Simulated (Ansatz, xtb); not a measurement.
Pair of molecules: HF (SMILES F) (first 2 atoms) with SiH4 (SMILES [SiH4]); geometry from B3LYP-D3(BJ)/def2-TZVP, rigid monomers moved along the line of their centres of mass till H2···H4 is 2.01 Å.
(charge 0, multiplicity 1):
```
atom    x (Å)    y (Å)    z (Å)
----  -------  -------  -------
F     -0.2022  -0.4294  -0.4678
H     -0.1008  -0.7705   0.3912
Si    -0.0268   0.1787   3.3230
H      0.0589  -0.9735   2.3823
H      1.0609   1.1269   3.0083
H      0.1268  -0.3535   4.6931
H     -1.3452   0.8240   3.1603
```

Monomers are frozen at their geometry in the pair; levels with a basis set take the counterpoise correction.

Cores are frozen in the correlated methods.

Run with Ansatz (a quantum-chemistry and plane-wave program); xtb for the GFN methods. Each number belongs to the level named beside it.

Q: One of these levels gives -71.6 meV for the interaction energy. Which?
(A) SCS-MP2/aug-cc-pV(D+d)Z
(B) HF/aug-cc-pV(D+d)Z
(C) GFN2-xTB
(D) GFN1-xTB

A: C, GFN2-xTB. The others give -57.6 (GFN1-xTB), -16.6 (HF/aug-cc-pV(D+d)Z), -37.6 (SCS-MP2/aug-cc-pV(D+d)Z)
